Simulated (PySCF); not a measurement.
C2H5FO2Si, SMILES O=C(C)O[SiH2]F. The structure is a stationary point at B3LYP-D3(BJ)/def2-SVP. The values are those of a single conformer.

Computed equilibrium geometry at B3LYP-D3(BJ)/def2-SVP (PySCF confirms it by a frequency run) as bond lengths and angles, and its point group (one conformer of several):
point group Cs.
Atoms: Si1 F2 O3 C4 C5 O6 H7 H8 H9 H10 H11. Bonds (Å): Si1–F2 1.619, Si1–O3 1.708, Si1–H7 1.476, Si1–H8 1.476, O3–C4 1.348, C4–C5 1.502, C4–O6 1.210, C5–H9 1.101, C5–H10 1.096, C5–H11 1.101. Angles (°): F2–Si1–O3 102.8, F2–Si1–H7 108.1, F2–Si1–H8 108.1, O3–Si1–H7 110.6, O3–Si1–H8 110.6, H7–Si1–H8 115.7, Si1–O3–C4 116.1, O3–C4–C5 113.2, O3–C4–O6 120.9, C5–C4–O6 125.9, C4–C5–H9 109.5, C4–C5–H10 110.0, C4–C5–H11 109.5, H9–C5–H10 110.4, H9–C5–H11 107.0, H10–C5–H11 110.4.
Charge 0, spin multiplicity 1.
